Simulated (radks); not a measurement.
Q: All-electron atom: La+ in [Xe] 5d1 6p1 (not the ground configuration). All-electron calculation, scalar-relativistic Kohn-Sham, PBEsol, spin-unpolarised, spherical densities, finite nucleus; Fermi nuclear charge, rms radius 4.855 fm. Program: a radial shooting solver on a logarithmic mesh with Libxc functionals. Some entries of the table are withheld. Estimate them.

orbital,occ.,eigenvalue (eV),r(max) (bohr),<r^2> (bohr^2)
1s,2,-38737.36,0.01608,0.0008543
2s,2,-6172.928,0.09098,(1)
2p,6,-5534.471,0.07314,0.01085
3s,2,-1325.596,0.2605,0.09302
3p,6,-1121.689,(2),0.09304
3d,10,-828.4090,0.2101,0.07975
4s,2,-273.0592,0.6083,0.4830
4p,6,-206.7252,0.6354,0.5464
4d,10,-110.7239,0.6718,0.6836
5s,2,-45.8479,1.407,2.710
5p,6,(3),1.585,3.635
5d,1,-9.3321,2.160,8.643
6p,1,-5.9575,4.501,27.89

A: 
(1) 2s <r^2> (bohr^2): 0.01363
(2) 3p r(max) (bohr): 0.2549
(3) 5p eigenvalue (eV): -29.2523
